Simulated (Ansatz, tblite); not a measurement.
Removing an electron: [ReO4]- (ReO₄⁻). The state is a singlet with charge -1. Geometry: PBE0-D4/def2-SVPD. Ansatz, gas phase; energy differences of separate SCF runs; the oxidised species was run as a doublet alone.

```xyz
5

Re    0.000    0.000    0.000
O    -0.688   -1.468   -0.609
O    -1.244    1.192    0.175
O     1.200    0.577   -1.107
O     0.732   -0.301    1.540
```

In the def2 sets Re takes a core potential; there is no spin–orbit coupling. The xTB rows come from tblite. HOMO above LUMO, or a gap near zero within one spin, warns that the state may not be the lowest or that an electron is smeared out.

Problem. Estimate orbital energies and vertical ionisation energies at: GFN1-xTB; GFN2-xTB; PBE-D4/def2-TZVPD; r2SCAN-D4/def2-TZVPD; PBE0-D4/def2-TZVPD.

Solution. 
```
               level  −HOMO (eV)  vertical IE (eV)  −LUMO (eV)  HOMO–LUMO gap (eV)                                  remarks
            GFN1-xTB        9.38             13.15        5.42                3.96                                        –
            GFN2-xTB        7.48             10.94        3.85                3.63                                        –
   PBE-D4/def2-TZVPD        2.26              5.43       -2.72                4.98  gap within one spin near zero (doublet)
r2SCAN-D4/def2-TZVPD        2.59              5.62       -2.78                5.37                                        –
  PBE0-D4/def2-TZVPD        3.80              5.81       -3.41                7.21                                        –
```

Relaxing the oxidised species (PBE0-D4/def2-SVPD) changes its energy by -0.21 eV at PBE0-D4/def2-TZVPD, so the adiabatic ionisation energy to this nearest minimum is 5.60 eV. At PBE-D4/def2-TZVPD that geometry lies 0.01 eV above the vertical one, so it gives no adiabatic value. The relaxed charge 0 doublet is spin-contaminated (final ⟨S²⟩ up to 0.83, 0.75 for a pure state).    Raw xTB energy differences between charge states are shifted by several eV; the methods need an empirical correction for them.
